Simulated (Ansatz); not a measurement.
Program: Ansatz. Geometries: PBE0-D4/def2-TZVP. ΔE: electronic, gas phase. CCSD(T)/CBS is the MP2 limit (def2-TZVPP, def2-QZVPP) plus CCSD(T) − MP2 in def2-TZVPP, frozen cores. This one scheme is used for every species. Functionals use def2-TZVPP. B3LYP here is the variant with VWN-RPA as its local correlation; programs differ in this. Each species was taken in one conformer, which may not be the lowest.

Consider the substitution at a C–O bond: `FC(F)(F)C1=CC(C(F)(F)F)=[O+][Al-]([F])([Cl])[O]1` + `[OH][Al]([Cl])[Cl]` → `FC(F)(F)C1=CC(C(F)(F)F)=[O+][Al-]([Cl])([Cl])[O]1` + `[OH][Al]([F])[Cl]`.

```json
{"level": "r2SCAN-D4", "ΔE (kJ/mol)": "0.1", "difference from CCSD(T)/CBS": "3.0"}
{"level": "BHLYP-D4", "ΔE (kJ/mol)": "-2.4", "difference from CCSD(T)/CBS": "0.5"}
{"level": "CAM-B3LYP-D4", "ΔE (kJ/mol)": "-1.3", "difference from CCSD(T)/CBS": "1.6"}
{"level": "ωB97X-V", "ΔE (kJ/mol)": "-0.9", "difference from CCSD(T)/CBS": "2.0"}
{"level": "B2PLYP", "ΔE (kJ/mol)": "-0.6", "difference from CCSD(T)/CBS": "2.3"}
{"level": "PBE", "ΔE (kJ/mol)": "1.7", "difference from CCSD(T)/CBS": "4.6"}
{"level": "BLYP", "ΔE (kJ/mol)": "2.4", "difference from CCSD(T)/CBS": "5.3"}
{"level": "B3LYP", "ΔE (kJ/mol)": "1.4", "difference from CCSD(T)/CBS": "4.3"}
{"level": "r2SCANh", "ΔE (kJ/mol)": "0.6", "difference from CCSD(T)/CBS": "3.5"}
{"level": "r2SCAN0", "ΔE (kJ/mol)": "0.2", "difference from CCSD(T)/CBS": "3.1"}
{"level": "BHLYP", "ΔE (kJ/mol)": "0.2", "difference from CCSD(T)/CBS": "3.1"}
{"level": "LC-ωPBE", "ΔE (kJ/mol)": "0.6", "difference from CCSD(T)/CBS": "3.5"}
{"level": "MP2/def2-SVP", "ΔE (kJ/mol)": "-3.3", "difference from CCSD(T)/CBS": "-0.4"}
{"level": "HF/def2-TZVPP", "ΔE (kJ/mol)": "-0.6", "difference from CCSD(T)/CBS": "2.3"}
{"level": "CCSD(T)/def2-TZVPP", "ΔE (kJ/mol)": "-2.0", "difference from CCSD(T)/CBS": "0.9"}
{"level": "HF/def2-QZVPP", "ΔE (kJ/mol)": "-0.8", "difference from CCSD(T)/CBS": "2.1"}
{"level": "CCSD(T)/CBS", "ΔE (kJ/mol)": "-2.9", "difference from CCSD(T)/CBS": "0"}
```

Largest T1 diagnostic among the species: 0.015.

Leaving LDA and LC-ωPBE aside and taking each functional with its dispersion term where it has one, the values spread over 2.5 kJ/mol, from BHLYP-D4 to r2SCAN-D4.
